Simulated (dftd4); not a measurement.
Cl₄SW, charge +1, doublet, geometry from GFN2-xTB (such geometries of metal compounds can be far from the true shape) (the multiplicity is a formal guess); D4 for r2scan run with dftd4.

Input for dftd4:
```
$ dftd4 mol.xyz --func r2scan --charge 1 --json dftd4.json --noedisp --property

# file mol.xyz
6

W      0.00110670    -0.00047700     0.00117363
S      1.53966532    -0.66360810     1.63277594
Cl    -1.46446458     0.63119598    -1.55302746
Cl     0.32912794     2.09336427     0.54810743
Cl     1.24014675    -0.93553112    -1.54199173
Cl    -1.55872427    -1.16238046     1.00507275
```

Task: Write the output that dftd4 gives for this input, abridged.

Result: 
```
                    ____  _____ _____     ____  _  _
      -------------|  _ \|  ___|_   _|---|  _ \| || |------------
     |             | | | | |_    | | ___ | | | | || |_           |
     |             | |_| |  _|   | ||___|| |_| |__   _|          |
     |             |____/|_|     |_|     |____/   |_|            |
     |             ===================================           |
     |            E. Caldeweyher, S. Ehlert & S. Grimme          |
     |          Mulliken Center for Theoretical Chemistry        |
     |                    University of Bonn                     |
      -----------------------------------------------------------

Rational (Becke-Johnson) damping: r2scan-D4-ATM
---------------------
  s6         1.0000
  s8         0.6019
  s9         1.0000
  a1         0.5156
  a2         5.7734
 alp        16.0000
--------------------

Atomic data, radii in Ångström:
------------------------------------------------------
   Z          R(cov)      r4/r2   hardness         EN
------------------------------------------------------
  74 W        1.6400     3.8776     0.3813     2.3600
  16 S        1.3600     2.1385     0.3892     2.5800
  17 Cl       1.3200     1.9735     0.4312     3.1600
------------------------------------------------------

Atomic reference systems (in atomic units):
----------------------------------------------------------------------------
   Z        #      CN     q+Z       C6(AA)   #      CN     q+Z       C6(AA)
----------------------------------------------------------------------------
  74 W      1  0.0000 14.0000     832.0059   2  1.8485 14.3132     457.6800
            3 10.4500 14.2302     355.5741
  16 S      1  0.0000 16.0000     134.5983   2  0.9220 15.8373     145.7512
            3  1.8445 15.7622     148.5324
  17 Cl     1  0.0000 17.0000      92.6806   2  0.8444 16.8495     101.8771
----------------------------------------------------------------------------

Atomic properties (in atomic units):
----------------------------------------------------------------------------
     #    Z              CN          q      C6(AA)        C8(AA)   alpha(0)
----------------------------------------------------------------------------
     1   74 W        4.3996     0.9404    376.5226    60650.0409    44.5655
     2   16 S        0.9928     0.0638    136.3967     6682.2368    19.7567
     3   17 Cl       0.9391     0.0108     96.9579     4045.4269    15.0521
     4   17 Cl       0.9080    -0.0050     97.4136     4064.4408    15.0873
     5   17 Cl       0.9080    -0.0050     97.4136     4064.4408    15.0873
     6   17 Cl       0.9080    -0.0050     97.4136     4064.4409    15.0873
----------------------------------------------------------------------------

Molecular properties (in atomic units):
----------------------------------------
 molecular C6                4896.6791
 molecular C8              333343.1131
----------------------------------------

Dispersion energy:      -3.0522259453023E-03 Eh

[Info] JSON dump of results written to 'dftd4.json'
```
